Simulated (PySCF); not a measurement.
# What settings do to a single point of Eu(NH2)2

The sound run of Eu(NH2)2 (singlet in the valence; each metal's 4f electrons, 7 of them, lie in its core potential, out of spins and levels) uses PySCF 2.14.0, RKS r2SCAN, Eu lcecp-0-SVP with ECP53, N def2-SVP, H def2-SVP; non-relativistic Hamiltonian with scalar-relativistic core potentials where named; density fitting; no spin-orbit coupling, grid (50, 194), threshold 1e-8 Eh and 55 cycles, at the relaxed geometry:

```xyz
7

Eu   -0.1428    1.1458    0.0094
N     0.1225   -0.1364    1.9116
H     0.1373    0.0969    2.9081
H     0.2676   -1.1505    1.8998
N    -0.0674   -0.1239   -1.9158
H     0.0805   -1.1383   -1.8994
H    -0.1445    0.0915   -2.9137
```

There Eu1 has a Mulliken charge of 0.70 e and the dipole about the centre of mass is 5.07 D. Each run below changes one thing and starts from free metal ions and neutral atoms unless it says otherwise; with 55 cycles, smearing, a level shift and second-order steps follow where DIIS fails, and their cycles count. Energy shifts count from the sound run. On f atoms grids over 110 angular points are at least (60, 302).

```
                                change    outcome  cycles  energy shift (eV)  largest force component (eV/Å)  charge on Eu1 (e)  dipole about the centre of mass (D)
H4 put 0.5 Å from Eu1, limit 69 cycles  converged      13             124.16                          438.38               1.84                                 7.57
                       threshold 1e-06  converged      10             0.0000                            0.02               0.70                                 5.07
                all coordinates × 0.94  converged      10               0.65                            3.25               0.61                                 4.28
```

(1) One further run converged with energy shift (eV) 0.0210, largest force component (eV/Å) 0.04, charge on Eu1 (e) 0.70, dipole about the centre of mass (D) 5.07. Which change was it?
A. grid (40, 110)
B. charge changed by +5, spin kept, limit 69 cycles
C. start from a density of up to 30 smeared cycles (not counted)

(2) And the other changes listed?

Unsound on purpose, so not properties of the compound: H4 put 0.5 Å from Eu1, limit 69 cycles.

Forces carry noise of the integration grid, about 0.01 to 0.03 eV/Å.

No frequency check is given that shows the relaxed geometry to be a minimum. An lcecp potential fixes the number of 4f electrons, so in runs with it no electron can move into or out of that shell.

Answers

(1) A.

(2) 
```csv
change,outcome,cycles,energy shift (eV),largest force component (eV/Å),charge on Eu1 (e),dipole about the centre of mass (D)
"charge changed by +5, spin kept, limit 69 cycles",refused,–,–,–,–,–
start from a density of up to 30 smeared cycles (not counted),converged,8,0.0000,0.02,0.70,5.07
```
